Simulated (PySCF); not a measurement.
Isomers of C10H16, mass 136.125 u with the commonest isotopes. Method used: PBE0-D3(BJ)/def2-SVP geometry optimisation, gas phase (PySCF 2.14.0). One conformer each, none proved a minimum here; rigid rotors.

Question: Order these by rotational constant B, smallest first.
A. `C=C1CC[C@H]2C[C@@H]1C2(C)C` (beta-pinene)
B. `[CH:1]#[C:2][C@@:3]1([CH3:4])[CH2:5][CH2:6][CH2:7][C@@H:8]1[CH2:9][CH3:10]` with C7–C8–C9–C10 66°, C2–C3–C5–C6 160°, C3–C5–C6–C7 -25°, C5–C6–C7–C8 -1°, C6–C7–C8–C9 155°
C. `[CH2:1]1[CH2:2][C@@H:3]2[C@@H:4]3[CH2:5][CH2:6][C@@H:7]([CH2:8]3)[C@@H:9]2[CH2:10]1` with C10–C1–C2–C3 31°, C1–C2–C3–C4 96°, C2–C3–C4–C5 -47°, C3–C4–C5–C6 -71°
D. `[CH3:1][C:2]1=[C:3]=[CH:4][CH2:5][CH2:6][CH2:7][CH2:8][CH2:9][CH2:10]1` with C3–C4–C5–C6 90°, C4–C5–C6–C7 -92°, C5–C6–C7–C8 46°, C6–C7–C8–C9 61°
E. `[CH2:1]=[CH:2][CH2:3][C@@H:4]1[C@H:5]2[CH2:6][C@@H:7]1[C@H:8]([CH3:9])[CH2:10]2` with C1–C2–C3–C4 -121°, C2–C3–C4–C5 166°
F. `[CH2:1]=[CH:2][C@@H:3]1[CH2:4][CH2:5][CH2:6][C:7]2([CH2:8][CH2:9]2)[CH2:10]1` with C1–C2–C3–C4 -118°, C2–C3–C4–C5 -179°, C3–C4–C5–C6 56°, C4–C5–C6–C7 -54°, C5–C6–C7–C8 -159°
G. `[CH2:1]1[CH2:2][CH:3]([C@@H:4]2[CH2:5][C:6]23[CH2:7][CH2:8][CH2:9]3)[CH2:10]1` with C2–C3–C4–C5 -92°, C10–C1–C2–C3 19°, C1–C2–C3–C4 -142°, C3–C4–C5–C6 -110°, C4–C5–C6–C7 116°

Answer: G (759.1 MHz), F (929.0 MHz), E (994.8 MHz), D (1046 MHz), B (1216 MHz), A (1303 MHz), C (1380 MHz).

Question: Order these by radius of gyration √(Σ m r²/M), largest first.
A. `[CH2:1]1[CH2:2][C@@H:3]2[C@@H:4]3[CH2:5][CH2:6][C@@H:7]([CH2:8]3)[C@@H:9]2[CH2:10]1` with C10–C1–C2–C3 31°, C1–C2–C3–C4 96°, C2–C3–C4–C5 -47°, C3–C4–C5–C6 -71°
B. beta-pinene, `C=C1CC[C@H]2C[C@@H]1C2(C)C`
C. `[CH:1]#[C:2][C@@:3]1([CH3:4])[CH2:5][CH2:6][CH2:7][C@@H:8]1[CH2:9][CH3:10]` with C7–C8–C9–C10 66°, C2–C3–C5–C6 160°, C3–C5–C6–C7 -25°, C5–C6–C7–C8 -1°, C6–C7–C8–C9 155°
D. alpha-pinene, `CC1=CC[C@@H]2C[C@H]1C2(C)C`
E. `[CH2:1]1[CH2:2][CH:3]([C@@H:4]2[CH2:5][C:6]23[CH2:7][CH2:8][CH2:9]3)[CH2:10]1` with C2–C3–C4–C5 -92°, C10–C1–C2–C3 19°, C1–C2–C3–C4 -142°, C3–C4–C5–C6 -110°, C4–C5–C6–C7 116°
F. `[CH3:1][C:2]1=[C:3]=[CH:4][CH2:5][CH2:6][CH2:7][CH2:8][CH2:9][CH2:10]1` with C3–C4–C5–C6 90°, C4–C5–C6–C7 -92°, C5–C6–C7–C8 46°, C6–C7–C8–C9 61°
G. `[CH2:1]=[CH:2][C@@H:3]1[CH2:4][CH2:5][CH2:6][C:7]2([CH2:8][CH2:9]2)[CH2:10]1` with C1–C2–C3–C4 -118°, C2–C3–C4–C5 -179°, C3–C4–C5–C6 56°, C4–C5–C6–C7 -54°, C5–C6–C7–C8 -159°

Answer: E (2.407 Å), G (2.309 Å), F (2.254 Å), C (2.225 Å), D (2.023 Å), B (2.000 Å), A (1.901 Å).

Question: Order these by rotational constant A, smallest first.
A. `[CH2:1]1[CH2:2][C@@H:3]2[C@@H:4]3[CH2:5][CH2:6][C@@H:7]([CH2:8]3)[C@@H:9]2[CH2:10]1` with C10–C1–C2–C3 31°, C1–C2–C3–C4 96°, C2–C3–C4–C5 -47°, C3–C4–C5–C6 -71°
B. `[CH2:1]=[CH:2][CH2:3][C@@H:4]1[C@H:5]2[CH2:6][C@@H:7]1[C@H:8]([CH3:9])[CH2:10]2` with C1–C2–C3–C4 -121°, C2–C3–C4–C5 166°
C. `[CH:1]#[C:2][C@@:3]1([CH3:4])[CH2:5][CH2:6][CH2:7][C@@H:8]1[CH2:9][CH3:10]` with C7–C8–C9–C10 66°, C2–C3–C5–C6 160°, C3–C5–C6–C7 -25°, C5–C6–C7–C8 -1°, C6–C7–C8–C9 155°
D. `[CH3:1][C:2]1=[C:3]=[CH:4][CH2:5][CH2:6][CH2:7][CH2:8][CH2:9][CH2:10]1` with C3–C4–C5–C6 90°, C4–C5–C6–C7 -92°, C5–C6–C7–C8 46°, C6–C7–C8–C9 61°
E. `C=C1CC[C@H]2C[C@@H]1C2(C)C` (beta-pinene)
F. `[CH2:1]1[CH2:2][CH:3]([C@@H:4]2[CH2:5][C:6]23[CH2:7][CH2:8][CH2:9]3)[CH2:10]1` with C2–C3–C4–C5 -92°, C10–C1–C2–C3 19°, C1–C2–C3–C4 -142°, C3–C4–C5–C6 -110°, C4–C5–C6–C7 116°

Answer: C (1513 MHz), E (1914 MHz), D (1994 MHz), B (2102 MHz), A (2225 MHz), F (2939 MHz).

| SMILES | point group | Ia (u·Å²) | Ib (u·Å²) | Ic (u·Å²) | κ | μa (D) | μb (D) | μc (D) |
| --- | --- | --- | --- | --- | --- | --- | --- | --- |
| C#C[C@@]1(C)CCC[C@@H]1CC | C1 | 333.94 | 415.50 | 598.23 | 0.11 | 0.46 | 0.54 | 0.14 |
| C1CC([C@@H]2CC23CCC3)C1 | C1 | 171.94 | 665.76 | 739.55 | -0.93 | 0.11 | 0.09 | 0.01 |
| C1C[C@@H]2[C@@H]3CC[C@@H](C3)[C@@H]2C1 | Cs | 227.15 | 366.13 | 391.03 | -0.81 | 0.00 | 0.00 | 0.10 |
| C=C1CC[C@H]2C[C@@H]1C2(C)C | C1 | 264.01 | 387.89 | 436.81 | -0.61 | 0.40 | 0.50 | 0.15 |
| C=CC[C@@H]1[C@H]2C[C@@H]1[C@H](C)C2 | C1 | 240.42 | 508.00 | 604.14 | -0.75 | 0.12 | 0.23 | 0.01 |
| CC1=C=CCCCCCC1 | C1 | 253.43 | 483.36 | 645.79 | -0.57 | 0.13 | 0.51 | 0.10 |
| C=C[C@@H]1CCCC2(CC2)C1 | C1 | 228.18 | 544.01 | 679.35 | -0.75 | 0.28 | 0.27 | 0.05 |
| CC1=CC[C@@H]2C[C@H]1C2(C)C | C1 | 259.20 | 409.07 | 445.60 | -0.75 | 0.07 | 0.18 | 0.03 |
